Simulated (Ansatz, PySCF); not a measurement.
Spin states of HOZr (SMILES [OH][Zr]), each relaxed with B3LYP-D3(BJ)/def2-TZVP.
State 1 (charge 0, multiplicity 2):
```xyz
3

Zr    -0.9910    -0.8546    -0.8803
O      0.1802     0.1840     0.1435
H      0.7776     0.7180     0.6665
```
State 2 (charge 0, multiplicity 4):
```json
[
 {"atom": "Zr", "x (Å)": "-1.0303", "y (Å)": "-0.8094", "z (Å)": "-0.9037"},
 {"atom": "O", "x (Å)": "0.2807", "y (Å)": "0.0606", "z (Å)": "0.2021"},
 {"atom": "H", "x (Å)": "0.7165", "y (Å)": "0.7962", "z (Å)": "0.6313"}
]
```

Singlets are restricted, other states unrestricted; no spin–orbit coupling, no relativity up to Kr; see below for the cores. The largest T1 diagnostic is 0.059.

Correlated levels freeze the inner cores; with def2 sets outer-core shells near the valence are correlated too.

Run with Ansatz (an electronic-structure program); PySCF for the dispersion terms.  In def2 rows elements past Kr take small-core potentials, without spin–orbit coupling.

PBE/def2-TZVPP gives 0.157 eV for the energy of the multiplicity-4 state less that of the multiplicity-2 state.

Q: How do the other levels lie against it? Give each less PBE: PBE-D3(BJ)/def2-TZVPP, B3LYP/def2-TZVPP, wB97M-V/def2-TZVPP, B2PLYP/def2-TZVPP, CCSD(T)/def2-SVP.

A: PBE-D3(BJ)/def2-TZVPP 0.000; B3LYP/def2-TZVPP 0.173; wB97M-V/def2-TZVPP 0.250; B2PLYP/def2-TZVPP 0.265; CCSD(T)/def2-SVP 0.451 eV. 4 of 5 lie above PBE; the widest gap is to CCSD(T)/def2-SVP.

Doubts at one or more of the structures used: a spin-contaminated determinant (PBE/def2-TZVPP, PBE-D3(BJ)/def2-TZVPP, B2PLYP/def2-TZVPP, CCSD(T)/def2-SVP); T1 above 0.05 (CCSD(T)/def2-SVP).
